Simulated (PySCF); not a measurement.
Polarisability and C₆ of Ag⁻ (silver, charge -1)

[Kr] 4d10 5s2, closed-shell 1S. Computed with PySCF 2.14 in aug-cc-pwCVDZ-PP with ECP28MDF (6s6p5d3f, 70 functions), with a scalar-relativistic core potential. Coupled (time-dependent) response in atomic units; α is the mean over directions. A double-zeta set is small for polarisabilities.

```json
{"method": "UHF", "mean α (bohr³)": "378.7", "C₆ (like pair)": "7111", "S(−4)": "99450"}
{"method": "MN15", "mean α (bohr³)": "294.3", "C₆ (like pair)": "5058", "S(−4)": "58540"}
```

S(−4) is the Cauchy moment in α(ω) = α(0) + S(−4) ω² + …

α(iu) at UHF:

| u (hartree) | α(iu) (bohr³) |
| --- | --- |
| 0 | 378.7 |
| 0.0500 | 232.9 |
| 0.100 | 116.1 |
| 0.200 | 45.48 |
| 0.300 | 25.62 |
| 0.500 | 12.86 |
| 0.750 | 7.846 |
| 1.00 | 5.668 |
| 1.50 | 3.584 |
| 2.00 | 2.511 |
| 3.00 | 1.416 |
| 5.00 | 0.6140 |

A single London oscillator, α(iu) = α/(1 + u²/ω²), gives C₆ = (3/4) ω α². Matching the computed C₆ needs ω = 4 × 7111 / (3 × 378.7²) = 0.0661 hartree.

For an ion, C₆ is the dispersion term alone; charge-induced terms of lower order in 1/R come first.

Energies and moments cover only the electrons outside the core potential.
